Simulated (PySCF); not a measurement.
These are PySCF with ωB97X-D3(BJ)/def2-TZVPD // PBE0-D3(BJ)/def2-TZVPD values and carry that method's errors. All species are isolated molecules in the gas phase. One relaxed conformer stands for a flexible species; it need not be the lowest. 

Reference species (SMILES): `[SiH3][N-][SiH3]` (charge -1, multiplicity 1).

| Quantity | Value |
|---|---|
| HOMO | -3.88 eV |

Changed species: `[SiH2-]N[SiH3]` (not the most acidic site) (proton removed from Si1; the reference has proton removed from N2).

**Question.** What does the change do to the HOMO?

**Answer.** the HOMO goes up by 1.54 eV, to -2.34 eV.
